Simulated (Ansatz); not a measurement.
Input:

```yaml
crystal:
  lattice:
    - [0.0, 5.43, 5.43]
    - [5.43, 0.0, 5.43]
    - [5.43, 5.43, 0.0]
  atoms:
    - { symbol: Si, position: [0.00133044, -0.01153316, 0.00534376] }
    - { symbol: Si, position: [0.11819774, 0.1175401, 0.14159955] }
    - { symbol: Si, position: [-0.04269546, 0.02472154, 0.5092599] }
    - { symbol: Si, position: [0.11819951, 0.11756116, 0.6231866] }
    - { symbol: Si, position: [-0.00118527, 0.50777815, 0.00111466] }
    - { symbol: Si, position: [0.14314959, 0.61410855, 0.12164652] }
    - { symbol: Si, position: [-0.00121834, 0.50776276, 0.49284374] }
    - { symbol: Si, position: [0.11195082, 0.65327017, 0.6176447] }
    - { symbol: Si, position: [0.492216, -0.00401654, 0.01352822] }
    - { symbol: Si, position: [0.62864476, 0.11933718, 0.12627172] }
    - { symbol: Si, position: [0.49220897, -0.00402446, 0.49880127] }
    - { symbol: Si, position: [0.58567182, 0.13519862, 0.63981526] }
    - { symbol: Si, position: [0.51434599, 0.49341164, -0.00360943] }
    - { symbol: Si, position: [0.62670115, 0.62162285, 0.12832788] }
    - { symbol: Si, position: [0.48642453, 0.51267271, 0.50071536] }
    - { symbol: Si, position: [0.62668184, 0.62161982, 0.62388788] }
    - { symbol: Cu, position: [0.16191321, 0.28619473, 0.7761316] }
total_charge: 1
basis:
  ecutwfc: 420.0
kpoints:
  mp_grid: { grid: [2, 2, 2] }
hamiltonian:
  xc: pbe
  pseudopotentials: { kind: paw, azcp: { folder: soft_1 } }
scf:
  occupations: { method: fermi_dirac, width: 0.02 }
  lower_state_search: "off"
  max_iter: 98
neb:
  images: 4
  f_tol: 0.05
  max_iterations: 50
  order_check: false
  climbing: false
  final_atoms:
    - { symbol: Si, position: [-0.00050661, -0.00056048, 0.00511499] }
    - { symbol: Si, position: [0.1200028, 0.12041329, 0.13619612] }
    - { symbol: Si, position: [0.00471236, 0.00445155, 0.51026727] }
    - { symbol: Si, position: [0.12970936, 0.12965601, 0.63118031] }
    - { symbol: Si, position: [-0.01695476, 0.50303312, 0.007169] }
    - { symbol: Si, position: [0.11193468, 0.62692499, 0.12832905] }
    - { symbol: Si, position: [-0.00219929, 0.50208255, 0.50249108] }
    - { symbol: Si, position: [0.12387928, 0.63331081, 0.6171632] }
    - { symbol: Si, position: [0.50292943, -0.01631887, 0.00676555] }
    - { symbol: Si, position: [0.62687913, 0.11218745, 0.12823839] }
    - { symbol: Si, position: [0.50224584, -0.0022959, 0.50247062] }
    - { symbol: Si, position: [0.63341862, 0.12410777, 0.61699454] }
    - { symbol: Si, position: [0.48574962, 0.48590135, -0.0110715] }
    - { symbol: Si, position: [0.61516042, 0.61590906, 0.10121243] }
    - { symbol: Si, position: [0.50794074, 0.50769204, 0.47250604] }
    - { symbol: Si, position: [0.62537182, 0.62529497, 0.61184617] }
    - { symbol: Cu, position: [0.34801255, 0.34866459, 0.83899081] }
```

Command:

```bash
$ ansatz run input.yaml --threads 1 --pin off --max-ram 3072MiB --backend cpu --events-out ev --progress --plain --runs-dir out
```

Hardware: 1 thread of Arm Neoverse V1, on a shared host.

Task: Roughly how long does this run take, and how much memory?

Result: 4.9 min, with a peak of 0.81 GiB, for 8 band iterations.
